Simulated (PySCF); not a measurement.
## Core-level binding energies of Zn(SiH3)2

Species: Zn(SiH3)2 (singlet state).
Structure used (PBE0-D3(BJ)/def2-SVP), in Å, numbered top down from 1:
```
atom  x, y, z in Å
Zn1    0.0087    0.0080    0.0000
Si2    0.0008   -0.0158    2.3942
H3     0.9020   -1.0783    2.9512
H4    -1.3683   -0.2774    2.9499
H5     0.4605    1.2882    2.9768
Si6    0.0015    0.0178   -2.3942
H7     1.3366    0.3949   -2.9656
H8    -0.9962    0.9900   -2.9514
H9    -0.3455   -1.3276   -2.9609
```

The calculation used delta-SCF UKS SCAN, pcX-2 on the ionised atom (unc-x2c-TZVPall on a metal), pcseg-1 elsewhere, spin-free X2C (PySCF). Each binding energy is the total energy of the core-ionised species, with the hole localised on one atom, minus that of the ground state; both are solved self-consistently, so orbital relaxation is included.

Q: What binding energy does each computed site have?

A: 
| atom(s) | environment | level | binding energy (eV) | 2p1/2 (eV) | count |
| --- | --- | --- | --- | --- | --- |
| Zn1 | zinc bonded to 2 Si | Zn 2p3/2 | 1027.03 | 1051.17 | 1 |
| Si2/Si6 | silicon bonded to Zn and 3 H | Si 2p3/2 | 106.01 | 106.63 | 2 |
| Si2/Si6 | silicon bonded to Zn and 3 H | Si 1s | 1845.71 | – | 2 |

Q: What is the longest wavelength that can ionise Si 2p3/2 of Si2/Si6 vertically?

A: λ = hc/E = 12398.42 eV Å / 106.01 eV = 116.955 Å.

Q: Which photon energy gives electrons from Si 2p3/2 of Si2/Si6 a kinetic energy of 200 eV, and what is their de Broglie wavelength?

A: hν = 106.01 + 200 = 306.01 eV, recoil neglected; λ = 12.264 Å/√(E/eV) = 0.87 Å.

Atoms equivalent by their bonding share one computed value, that of the first of them. Spin–orbit and ligand-field terms were added within each 2p shell after the spin-free SCF. 2p1/2 minus 2p3/2 (ligand field included): Zn 24.14 eV, Si 0.62 eV. Satellites of the metal's 2p lines aren't described. Isolated species at its PBE0-D3(BJ)/def2-SVP geometry, gas phase. Metal 2p energies of this one-determinant scheme are less reliable than its 1s energies.

Time: 9.6 s of wall time. Hardware: one thread of an x86-64 server, on a shared host.
